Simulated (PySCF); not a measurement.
# A small calculation by hand: oscillator strength and radiative lifetime

BH5O2Si, SMILES OB(O)[SiH3].

Coordinates come from a PBE0-D3(BJ)/def2-SVP optimisation. Other conformers were not sampled.

TDDFT-B3LYP/def2-SVPD in PySCF 2.14.0 puts the first singlet state with f over 0.02 at 6.74 eV (vertical), with the transition dipole (0.880, -0.257, 0.516) in atomic units.

Question: Find the oscillator strength, the wavelength and the radiative lifetime that this transition would have in vacuum if emission retraced absorption.

Answer: 
|μ|² = 1.1067 au, so |μ| = 2.67 D. ΔE = 6.74/27.211 = 0.2477 hartree. f = (2/3) ΔE |μ|² = 0.183 (the program prints 0.183).
λ = 1239.84/6.74 = 184 nm; ν = 54362 cm⁻¹.
Einstein's coefficient A = 0.6670 ν² f s⁻¹ (ν in cm⁻¹) = 3.6e8 s⁻¹, so τ = 1/A = 2.8 ns. This state is S1. The figure is the radiative limit of this one transition; relaxation, internal conversion, crossing to triplets and a medium change what is measured.
